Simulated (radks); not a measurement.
Pb2+, 80 electrons, occupied as [Hg]. Calculated with a radial shooting solver on a logarithmic mesh with Libxc functionals: Dirac Kohn-Sham, BLYP, spin-unpolarised, spherical densities, finite nucleus; Fermi nuclear charge, rms radius 5.5012 fm.

Radial electron density D(r) = 4 pi r^2 rho(r):

| r (bohr) | D(r) (e/bohr) |
|---|---|
| 0.0008303 | 9.696 |
| 0.001125 | 15.07 |
| 0.001525 | 23.01 |
| 0.002083 | 34.63 |
| 0.002823 | 49.93 |
| 0.003827 | 68.95 |
| 0.005186 | 89.89 |
| 0.007029 | 108.7 |
| 0.009526 | 119.5 |
| 0.01301 | 118.3 |
| 0.01764 | 109.3 |
| 0.0239 | 108.0 |
| 0.03239 | 126.8 |
| 0.0439 | 151.1 |
| 0.0595 | 147.0 |
| 0.08129 | 123.4 |
| 0.1102 | 133.0 |
| 0.1493 | 142.5 |
| 0.2023 | 99.46 |
| 0.2742 | 84.72 |
| 0.3717 | 96.35 |
| 0.5037 | 60.95 |
| 0.6881 | 30.56 |
| 0.9326 | 23.35 |
| 1.264 | 14.14 |
| 1.713 | 6.149 |
| 2.322 | 2.140 |
| 3.146 | 0.4931 |
| 4.298 | 0.05014 |
| 5.825 | 0.001676 |

D(r) has 4 maxima, at r = 0.0107, 0.0495, 0.137, 0.351 bohr, and minima at 0.0212, 0.0881, 0.251 bohr, inside which lie 2.03, 11.04, 30.13 electrons.
